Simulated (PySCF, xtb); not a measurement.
Si(Cl)(H)2(SeH) (ClH3SeSi), SMILES Cl[SiH2][SeH].

Geometry optimised at TPSSh-D3(BJ)/def2-SVP. Other conformers were not sampled.

These are IEF-PCM-ωB97X/def2-SVP in PySCF 2.14.0 values and carry that method's errors.

The values are the electrostatic part of the solvation free energy, E(continuum) − E(gas) at the gas-phase geometry, in a cavity of scaled van der Waals radii (PySCF's table); cavitation and dispersion terms are not included. In vacuum the orbital gap is 11.51 eV. The dipole moment in vacuum is 1.97 D.

Question: Estimate the values in water (ε = 78.36), 2-propanol (ε = 19.26), chlorobenzene (ε = 5.70). (The exact figures need the calculation; the answer reports its results.)

Answer: 
```
solvent            ε  ΔG(elec) (kcal/mol)  dipole (D)  gap (eV)
-------------  -----  -------------------  ----------  --------
water          78.36                 -2.6        2.72     11.67
2-propanol     19.26                 -2.4        2.67     11.66
chlorobenzene   5.70                 -1.9        2.52     11.63
```

For comparison, GFN2-xTB/ALPB(water) (xtb, at the GFN2-xTB geometry, all terms of that model) gives -2.5 kcal/mol.
